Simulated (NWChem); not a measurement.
System: CrO2F2; SMILES [O]=[Cr](=[O])([F])[F]

NWChem input:

```
start job
memory heap 200 mb stack 900 mb global 1100 mb
geometry units angstroms
  Cr     0.063322    -0.014274     0.022018
  O      1.250361    -0.365351    -0.907994
  O      0.486237    -0.025626     1.511375
  F     -0.489797     1.513336    -0.367198
  F     -1.145996    -1.145055    -0.201158
end
basis spherical
  * library def2-svp
end
dft
  xc pbe0
  iterations 150
end
driver
  maxiter 120
end
task dft optimize
task dft freq
```

The level has its own optimisation; frequencies are unscaled.

Question: What results follow from this input? (PBE0/def2-SVP.) Quantities: r Cr–O (Å); r Cr–F (Å); highest harmonic frequency (cm⁻¹); lowest (cm⁻¹); zero-point energy (kcal/mol).

Answer: 
* **r Cr–O (Å)**: 1.525
* **r Cr–F (Å)**: 1.685
* **highest harmonic frequency (cm⁻¹)**: 1186
* **lowest (cm⁻¹)**: 229
* **zero-point energy (kcal/mol)**: 8.0
